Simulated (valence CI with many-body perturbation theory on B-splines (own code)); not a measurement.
**Tl⁷⁴⁺ in brief**

Computed by relativistic CI+MBPT: five valence electrons over a frozen Dirac-Fock core [He], a basis of 11 s, 11 p, 10 d, 8 f, 5 g, 2 h functions for each j, with the one-electron correlation potential Σ1 (screened to all orders), the two-electron term Σ2, the three-electron term Σ3, Breit, model QED; selected single and double excitations, second order for the rest, scaled by the run's own slope (own B-spline code, finite nucleus).

The last digits are not significant, and no measured levels were compared; by estimate large intervals hold to a few tenths of a per cent, small ones and those within an open d or f shell to about a per cent. Among the levels kept, up to 7600 cm⁻¹ of a level comes from second order outside the variational space, and about a tenth of that is noise between levels of different J, which matters for small intervals.

Levels are named by their leading jj configuration (3d3/2^4 stands for four electrons in 3d with j = 3/2), which in mixed levels can hold well under half, so a name can repeat and another be missing.

Rates and lifetimes use the calculated energies. Strong lines usually hold to 10 to 20 %, long lifetimes can be off by a factor of two.

(1) What is the ground level?

(2) How well does LS coupling describe the low levels?

(3) Name the longest-lived excited levels whose lifetime is computed, and their main decay.

(4) What is the ionisation energy?

(5) Where does the other parity begin?

Answers

(1) (2s^2 2p1/2^2 2p3/2) J=3/2, composition 49 % 2s²2p³ ²P° + 27 % 2s²2p³ ²D° + 24 % 2s²2p³ ⁴S°, g = 1.301.

(2) Among the lowest 20 levels the leading LS term, summed over configurations, holds 63 % on average. For single configurations the figures are 63 % in LS and 100 % in jj coupling. Terms mix most in the J = 3/2 level at 11318 eV, where the leading one holds 36 %.

(3) (2s^2 2p1/2 2p3/2^2) J=5/2 at 2148 eV lives 65.8 ps, mostly by M1 to (2s^2 2p1/2^2 2p3/2) J=3/2; (2s^2 2p1/2 2p3/2^2) J=1/2 at 2210 eV lives 21.0 ps, mostly by M1 to (2s^2 2p1/2^2 2p3/2) J=3/2; (2s^2 2p1/2 2p3/2^2) J=3/2 at 2125 eV lives 11.4 ps, mostly by M1 to (2s^2 2p1/2^2 2p3/2) J=3/2.

(4) 20215 eV; NIST lists 20210 ± 90 eV (theoretical).

(5) At (2s 2p1/2^2 2p3/2^2) J=5/2, 2527 eV.
